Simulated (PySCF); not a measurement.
**BrHfN + H₂O → HfN(OH) + HBr**

Level: PBE0 in the def2-TZVP basis family, computed in PySCF with density fitting; scalar-relativistic core potentials for atoms from Rb on, none lighter, no spin–orbit coupling; open shells unrestricted.

```tsv
species	state and structure	ZPE (kJ/mol)	H(298 K) − H(0) (kJ/mol)	S° (J/(mol K))
BrHfN	singlet, Cs, Hf–Br 2.537 Å, Hf–N 1.721 Å; Br–Hf–N 109.7°	8.3	13.0	310.0
H₂O	singlet, C2v, O–H 0.960 Å (×2); H–O–H 105.1°	56.5	9.9	188.7
HfN(OH)	singlet, Cs, Hf–N 1.745 Å, Hf–O 1.963 Å, O–H 0.959 Å; H–O–Hf 120.3°, N–Hf–O 105.0°	41.6	12.5	288.9
HBr	singlet, C∞v, H–Br 1.421 Å	16.0	8.7	198.5
```

(1) Is the gas-phase reaction uphill or downhill in electronic energy at this level, and by how much?

(2) Add zero-point, thermal and entropy terms for 298.15 K and 1 bar.

## Answers

(1) At PBE0/def2-TZVP, ΔE = 52.2 kJ/mol, uphill. 

(2) ΔZPE = -7.2 and Δ[H(298) − H(0)] = -1.7 kJ/mol give ΔH° = 43.3 kJ/mol. ΔS° = -11.3 J/(mol K), so ΔG° = 43.3 − 298.15 × (-0.0113) = 47 kJ/mol and log₁₀K = -8.2.

Spin–orbit coupling can matter for BrHfN, HfN(OH) and is left out. Each species is the lowest minimum found with this bonding; other isomers or fragments can lie lower.
